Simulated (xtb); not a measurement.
H$_{9}$NSi$_{3}$, triplet, at the geometry of the source list (a higher spin typed on purpose: for a closed-shell molecule this is an excited state); GFN1-xTB (xtb).

The xtb input:
```
$ xtb mol.xyz --gfn 1 --chrg 0 --uhf 2 --json

# file mol.xyz
13

Si     0.29050000     1.65010000     0.46560000
N      0.02740000     0.03590000    -0.14180000
Si    -1.60230000    -0.50860000    -0.44500000
Si     1.31580000    -1.13630000    -0.04120000
H     -0.67150000     2.52910000    -0.19530000
H      0.09980000     1.69860000     1.91870000
H      1.66110000     2.02730000     0.12760000
H     -2.34510000     0.62040000    -1.00050000
H     -1.52560000    -1.60700000    -1.40550000
H     -2.23820000    -0.96780000     0.79390000
H      1.36620000    -1.74340000     1.29260000
H      1.05450000    -2.16190000    -1.04860000
H      2.56750000    -0.43640000    -0.32050000
```

What does xtb print? Leave out banner, timings and long lists.


```
   ID    Z sym.   atoms
    1   14 Si     1, 3, 4
    2    7 N      2
    3    1 H      5-13

           -------------------------------------------------
          |                Calculation Setup                |
           -------------------------------------------------

molecular fragmentation (1/2 indicates fragments):
1111122122122
# atoms in fragment 1/2:     7     6
 fragment masses (1/2) :      101.29        6.05
CMA distance (Bohr)    :   0.729
constraining FC (au)   :  0.0500

           -------------------------------------------------
          |                 G F N 1 - x T B                 |
           -------------------------------------------------

          ...................................................
          :                      SETUP                      :
          :.................................................:
          :  # basis functions                  52          :
          :  # atomic orbitals                  49          :
          :  # shells                           29          :
          :  # electrons                        26          :
          :  # halogen bonds                     0          :
          :  max. iterations                   250          :
          :  Hamiltonian                  GFN1-xTB          :
          :  restarted?                      false          :
          :  GBSA solvation                  false          :
          :  PC potential                    false          :
          :  electronic temp.          300.0000000     K    :
          :  accuracy                    1.0000000          :
          :  -> integral cutoff          0.2500000E+02      :
          :  -> integral neglect         0.1000000E-07      :
          :  -> SCF convergence          0.1000000E-05 Eh   :
          :  -> wf. convergence          0.2000000E-04 e    :
          :  Broyden damping             0.4000000          :
          :  net charge                          0          :
          :  unpaired electrons                  2          :
          ...................................................

 iter      E             dE          RMSdq      gap      omega  full diag
   1    -13.5099651 -0.135100E+02  0.567E+00    0.27       0.0  T
   2    -13.5791596 -0.691945E-01  0.380E+00    0.20       1.0  T
   3    -13.5881980 -0.903840E-02  0.186E+00    0.20       1.0  T
   4    -13.6038992 -0.157012E-01  0.247E-01    0.19       1.0  T
   5    -13.6042436 -0.344313E-03  0.638E-02    0.20       1.0  T
   6    -13.6042798 -0.362246E-04  0.295E-02    0.20       1.0  T
   7    -13.6042890 -0.923002E-05  0.202E-02    0.20       1.4  T
   8    -13.6042974 -0.837801E-05  0.273E-03    0.20      10.2  T
   9    -13.6042975 -0.951217E-07  0.251E-04    0.20     110.6  T
  10    -13.6042975  0.108654E-08  0.343E-04    0.20      80.8  T
  11    -13.6042975 -0.797883E-09  0.226E-04    0.20     122.9  T
  12    -13.6042975 -0.641251E-09  0.901E-06    0.20    3078.0  T
  13    -13.6042975 -0.953904E-12  0.153E-06    0.20   18177.4  T

   *** convergence criteria satisfied after 13 iterations ***

 transition dipole moment (au) for excitation:          13          14
     X       Y       Z
   0.0262   0.0342  -0.1353  total (au/Debye):    0.142   0.361
 dE (eV)             :    6.301
 oscillator strength :  0.44024E-02

         :::::::::::::::::::::::::::::::::::::::::::::::::::::
         ::                     SUMMARY                     ::
         :::::::::::::::::::::::::::::::::::::::::::::::::::::
         :: total energy             -13.490373565288 Eh    ::
         :: gradient norm              0.061881955444 Eh/a0 ::
         :: HOMO-LUMO gap              0.199046545111 eV    ::
         ::.................................................::
         :: SCC energy               -13.604297484456 Eh    ::
         :: -> electrostatic           0.010698286610 Eh    ::
         :: repulsion energy           0.119374331962 Eh    ::
[...]
        10        2.0000           -0.4573706             -12.4457
        11        2.0000           -0.4573676             -12.4456
        12        1.9998           -0.4552512             -12.3880
        13        1.0003           -0.4394091             -11.9569
        14        0.9706           -0.2078479              -5.6558 (HOMO)
        15        0.0147           -0.2005331              -5.4568 (LUMO)
        16        0.0147           -0.2005315              -5.4567
        17                         -0.1785378              -4.8583
        18                         -0.1785319              -4.8581
        19                         -0.1644723              -4.4755
        20                         -0.1203062              -3.2737
        21                         -0.1202945              -3.2734
        22                         -0.0998072              -2.7159
        23                         -0.0698355              -1.9003
        24                         -0.0670988              -1.8259
        25                         -0.0670953              -1.8258
       ...                                ...                  ...
        49                          1.7329382              47.1556
      -------------------------------------------------------------
                  HL-Gap            0.0073148 Eh            0.1990 eV
             Fermi-level           -0.3258820 Eh           -8.8677 eV

  Mulliken/CM5 charges         n(s)   n(p)   n(d)
     1Si    0.23524  0.01653   1.207  1.883  0.674
     2N    -0.24685 -0.38828   1.543  3.704  0.000
     3Si    0.23518  0.01645   1.207  1.883  0.674
     4Si    0.23520  0.01646   1.207  1.883  0.674
     5H    -0.06216  0.02717   1.062  0.000  0.000
     6H    -0.02858  0.05862   1.029  0.000  0.000
     7H    -0.06217  0.02715   1.062  0.000  0.000
     8H    -0.06217  0.02716   1.062  0.000  0.000
     9H    -0.06217  0.02716   1.062  0.000  0.000
    10H    -0.02859  0.05862   1.029  0.000  0.000
    11H    -0.02859  0.05862   1.029  0.000  0.000
    12H    -0.06216  0.02716   1.062  0.000  0.000
    13H    -0.06216  0.02719   1.062  0.000  0.000

Wiberg/Mayer (AO) data.
largest (>0.10) Wiberg bond orders for each atom

 ---------------------------------------------------------------------------
     #   Z sym  total        # sym  WBO       # sym  WBO       # sym  WBO
 ---------------------------------------------------------------------------
     1  14 Si   4.338 --     2 N    1.010     5 H    0.910     7 H    0.910
                             6 H    0.847     3 Si   0.292     4 Si   0.292
     2   7 N    3.323 --     1 Si   1.010     4 Si   1.010     3 Si   1.010
     3  14 Si   4.338 --     2 N    1.010     9 H    0.910     8 H    0.910
                            10 H    0.847     1 Si   0.292     4 Si   0.292
     4  14 Si   4.338 --     2 N    1.010    13 H    0.910    12 H    0.910
                            11 H    0.847     3 Si   0.292     1 Si   0.292
     5   1 H    0.993 --     1 Si   0.910
     6   1 H    0.990 --     1 Si   0.847
     7   1 H    0.993 --     1 Si   0.910
     8   1 H    0.993 --     3 Si   0.910
     9   1 H    0.993 --     3 Si   0.910
    10   1 H    0.990 --     3 Si   0.847
    11   1 H    0.990 --     4 Si   0.847
    12   1 H    0.993 --     4 Si   0.910
    13   1 H    0.993 --     4 Si   0.910
 ---------------------------------------------------------------------------

Topologies differ in total number of bonds
Writing topology from bond orders to xtbtopo.mol

 dipole moment from electron density (au)
     X       Y       Z
  -0.0999  -0.1314   0.5211  total (Debye):    1.389

           -------------------------------------------------
          | TOTAL ENERGY              -13.490373565288 Eh   |
          | GRADIENT NORM               0.061881955444 Eh/α |
          | HOMO-LUMO GAP               0.199046545111 eV   |
           -------------------------------------------------

normal termination of xtb
```
